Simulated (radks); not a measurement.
The numbers below are computed, except where a source is named.
Spherical quantum dot in the effective-mass picture: electrons in a hard-walled sphere of radius 4.64, with a point charge +1 (a donor) at the centre, all in effective atomic units (hartree* = m*/eps^2 hartree, bohr* = eps/m* bohr), one dielectric constant everywhere. Level of theory: non-relativistic Kohn-Sham, LDA (Slater exchange, Perdew-Wang correlation), spin-polarised, spherical densities (a radial shooting solver with Libxc functionals). Levels are named by radial order and angular momentum (1s, 1p, 1d, 2s, ...), and open shells are averaged over m. Results are scaled to m* = 0.137 and eps = 7.5, for which hartree* = 66.27 meV and bohr* = 2.897 nm. Each electron was tried in the lowest free levels, single moves between levels near the top were tried too, and the lowest total energy was kept; such a search can miss a lower state. At N = 1 the Hartree and exchange-correlation terms need not cancel, so that row can carry a self-interaction error.

N,open shells,2S,mu = E(N) - E(N-1) (meV),addition energy mu(N+1) - mu(N) (meV),e(HOMO) (meV)
1,"1s(up 1, down 0)",1,-31.143,34.75,-16.326
2,none,0,3.6122,44.18,15.125
3,"1p(up 1, down 0)",1,47.790,17.66,56.459
4,"1p(up 2, down 0)",2,65.447,18.17,74.502
5,"1p(up 3, down 0)",3,83.621,22.85,92.752
6,"1p(up 3, down 1)",2,106.47,17.26,115.01
7,"1p(up 3, down 2)",1,123.73,17.59,132.50
8,none,0,141.32,34.23,150.16
9,"1d(up 1, down 0)",1,175.56,17.04,184.06
10,"1d(up 2, down 0)",2,192.60,17.12,201.15
11,"1d(up 3, down 0)",3,209.72,17.16,218.29
12,"1d(up 4, down 0)",4,226.88,17.18,235.47
13,"1d(up 5, down 0)",5,244.05,21.55,252.65
14,"1d(up 5, down 1)",4,265.60,16.76,273.97
15,"1d(up 5, down 2)",3,282.37,16.84,290.77
16,"1d(up 5, down 3)",2,299.20,16.88,307.64
17,"1d(up 5, down 4)",1,316.09,16.91,324.54
18,none,0,332.99,24.77,341.45
19,"2s(up 1, down 0)",1,357.76,28.89,370.19
20,"2s(up 1, down 0) 1f(up 1, down 0)",2,386.65,16.64,394.97
21,"2s(up 1, down 0) 1f(up 2, down 0)",3,403.29,16.65,411.61
22,"2s(up 1, down 0) 1f(up 3, down 0)",4,419.94,16.66,428.26
23,"2s(up 1, down 0) 1f(up 4, down 0)",5,436.59,16.66,444.92
24,"2s(up 1, down 0) 1f(up 5, down 0)",6,453.25,16.66,461.58
25,"2s(up 1, down 0) 1f(up 6, down 0)",7,469.91,16.66,478.24
26,"2s(up 1, down 0) 1f(up 7, down 0)",8,486.57,20.88,494.90
27,"2s(up 1, down 0) 1f(up 7, down 1)",7,507.44,16.44,515.66
28,"2s(up 1, down 0) 1f(up 7, down 2)",6,523.88,16.46,532.11
29,"2s(up 1, down 0) 1f(up 7, down 3)",5,540.34,16.47,548.58
30,"2s(up 1, down 0) 1f(up 7, down 4)",4,556.82,16.48,565.06
31,"2s(up 1, down 0) 1f(up 7, down 5)",3,573.30,16.49,581.54
32,"2s(up 1, down 0) 1f(up 7, down 6)",2,589.78,16.49,598.94
33,"2s(up 1, down 0)",1,606.27,29.97,616.46
34,none,0,636.24,25.93,648.53
35,"1g(up 1, down 0)",1,662.17,16.32,670.33
36,"1g(up 2, down 0)",2,678.49,16.32,686.65
37,"1g(up 3, down 0)",3,694.81,16.32,702.98
38,"1g(up 4, down 0)",4,711.14,-,719.30

All shells are closed at N = 2, 8, 18, 34 (there: 1s2 1p6 1d10 2s2 1f14); the second difference of the energy has clear peaks (12 % above both neighbours; the first and last values, which can be the largest, are not judged, and half-filled shells can peak too) at N = 2, 5, 8, 13, 19, 26, 33.
